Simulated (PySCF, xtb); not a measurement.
C2H5BrCd, SMILES C[CH2][Cd][Br].

GFN2-xTB run with xtb at its own geometry gives an orbital gap of 3.33 eV and a dipole moment of 6.33 D.

Coordinates come from a PBE0-D3(BJ)/def2-SVP optimisation. The def2 effective core potentials stand for the cores of Cd; spin–orbit coupling is left out. One conformer was computed; it need not be the lowest.

Task: What does PBE/def2-TZVP in PySCF give? (The exact figures need the calculation; the answer reports its results.)

Result: gap 4.83 eV (levels -6.57 and -1.75 eV), dipole 3.32 D.
